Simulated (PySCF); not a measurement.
**EPR parameters of C5H10FSi2**

C₅H₁₀FSi₂ (doublet state).
Geometry (GFN2-xTB, Å), atoms numbered from 1 in this order:
```
atom  x, y, z in Å
C1     2.5066    1.7424   -2.6699
C2     1.4572    1.1521   -1.8709
C3     0.5795    0.6724   -1.1984
Si4   -0.7495   -0.1212   -0.1917
C5    -0.1013   -1.5447    0.8087
Si6   -1.0702   -2.5679    2.0306
C7    -1.3616    1.2597    1.0132
F8    -2.3729    0.7790    1.8209
H9     2.7733    2.7206   -2.2702
H10    3.3881    1.1017   -2.6575
H11    2.1691    1.8607   -3.6994
H12   -1.8872   -0.4843   -1.0494
H13    0.9520   -1.7702    0.7053
H14   -1.1697   -1.8635    3.3145
H15   -2.4127   -2.8267    1.5058
H16   -0.3611   -3.8361    2.2398
H17   -1.7746    2.1168    0.4760
H18   -0.5737    1.6155    1.6811
```

The hyperfine couplings belong to this conformer and change with its torsions.

The species is `CC#C[Si@@H]([CH][SiH3])CF` [radical].

Method: UKS B3LYP, pcH-1 on C F H Si, non-relativistic, mean-field spin-orbit, GIAO in PySCF. One conformer (not necessarily the lowest) at the GFN2-xTB geometry, without solvent, vibrations or thermal averaging. Couplings are sensitive to structure, and on GFN2-xTB geometries they can be far from those on DFT ones. The SCF solution wasn't tested for stability.

* g1, g2, g3: 2.00224, 2.00276, 2.00303
* g_iso: 2.00268
* Form of g: rhombic: the two nearest values differ by 34 % of g3 − g1
* ⟨S²⟩: 0.7536 (exact 0.7500)
* α and β electrons: 39, 38

Isotropic coupling and dipolar principal values T1 to T3, in mT; ρ(0) is the spin density at the nucleus (MHz turned into mT with g_iso):

```tsv
atom	isotope	a_iso	of which spin–orbit	T1	T2	T3	Mulliken spin population	ρ(0) (bohr⁻³)
C1	13C	0.00	0.00	0.00	0.00	0.01	0.00	0.0001
C2	13C	-0.02	0.00	-0.02	-0.01	0.03	0.00	-0.0006
C3	13C	-0.04	0.00	-0.02	-0.01	0.03	0.00	-0.0011
Si4	29Si	1.68	0.00	-0.08	0.02	0.06	-0.03	-0.0531
C5	13C	2.72	0.00	-2.56	-2.53	5.09	0.99	0.0680
Si6	29Si	1.55	0.00	-0.08	0.02	0.06	-0.05	-0.0488
C7	13C	1.17	0.00	-0.14	-0.13	0.27	0.03	0.0292
F8	19F	0.02	0.00	-0.25	-0.13	0.39	0.00	0.0001
H9	1H	-0.01	0.00	-0.01	-0.01	0.02	0.00	-0.0001
H10	1H	-0.02	0.00	-0.01	-0.01	0.03	0.00	-0.0001
H11	1H	-0.01	0.00	-0.01	-0.01	0.02	0.00	0.0000
H12	1H	1.69	0.00	-0.11	-0.07	0.18	0.03	0.0106
H13	1H	-1.92	0.00	-1.24	-0.02	1.26	-0.04	-0.0121
H14	1H	3.17	0.00	-0.12	-0.05	0.17	0.05	0.0199
H15	1H	1.06	0.00	-0.11	-0.08	0.19	0.02	0.0067
H16	1H	0.48	0.00	-0.11	-0.09	0.20	0.01	0.0030
H17	1H	0.39	0.00	-0.09	-0.04	0.12	0.01	0.0024
H18	1H	-0.09	0.00	-0.12	-0.04	0.16	0.00	-0.0006
```

The largest Mulliken spin population is on C5 (+0.99). The angles at C5 add up to 359.9°, so it is planar; its axial dipolar tensor and the negative coupling of its proton fit spin in a p orbital normal to that plane.

Axes: g2 points within 8° of the C5–Si6 bond.

Under fast tumbling the dipolar parts average out, and these isotropic splittings remain: 1 × 1H (H13, I = 1/2, 2 lines) with 1.92 mT, 1 × 1H (H12, I = 1/2, 2 lines) with 1.69 mT, 3 × 1H (H14/H15/H16, I = 1/2, 4 lines) with 1.57 mT, 1 × 1H (H17, I = 1/2, 2 lines) with 0.39 mT and 1 × 1H (H18, I = 1/2, 2 lines) with 0.09 mT.

Means are taken over nuclei equivalent by connectivity, which assumes that they swap fast. The three 1H nuclei of mean +44.0 MHz run from 13.5 to 88.8 MHz in the frozen geometry.

The 13C coupling of C5 (76.3 MHz) shows only in satellite lines or after enrichment, since that isotope makes up about 1.07 % of natural carbon.

The 29Si coupling of Si4 (47.1 MHz) shows only in satellite lines or after enrichment, since that isotope makes up about 4.7 % of natural silicon.

The run took 2.5 min of wall time (grids of density and orbitals included) on one thread, Arm Neoverse V2 (aarch64), shared host with 96 logical CPUs at a one-minute load of 58, and the process peaked at 1.1 GiB of memory.
